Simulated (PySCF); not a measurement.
## State search for InF

Unrestricted PBE0; PySCF, scalar-relativistic core potentials, basis sets In def2-TZVPPD with ECP28, F def2-TZVPPD. Outer shells of the fragments: In 4d10 5s2 5p1; F 2s2 2p5.

Followed along the bond (rough minima from three points):

```json
{"2Ms+1": "1", "unpaired": "none", "⟨S²⟩ at the start": "0.00", "R at minimum (Å)": "2.01", "Te (eV)": "0.00"}
{"2Ms+1": "3", "unpaired": "σ ↑, π ↑", "⟨S²⟩ at the start": "2.00", "R at minimum (Å)": "1.97", "Te (eV)": "3.72"}
```

Solutions found at the starting distance of 2.005 Å, counted from the lowest of them; the search is not exhaustive and high or unbound solutions are not listed, so other states can lie among these:

```
2Ms+1  unpaired   term  E (eV)  ⟨S²⟩  ⟨Lz²⟩  μ (D)
    1      none    ¹Σ⁺    0.00  0.00   0.00  -3.36
    3  σ ↑, π ↑     ³Π    3.73  2.00   1.00  -2.86
    1  σ ↓, π ↑  mixed    4.32  1.01   1.00  -2.44
    3      σ ↑↑    ³Σ⁺    5.58  2.00   0.00  -1.08
    3      π ↑↑  mixed    6.86  2.01   2.01   2.04
    3      π ↑↑  mixed    6.97  2.01   2.01   2.16
```

A term symbol is given only where ⟨S²⟩ and ⟨Lz²⟩ are close to those of a pure state; real π, δ and φ orbitals otherwise mix terms. A positive dipole means In(−)F(+).

Spin–orbit coupling is left out. Counting both spins, an empty level lies below a filled one in some of these solutions, because spin and occupation are held.
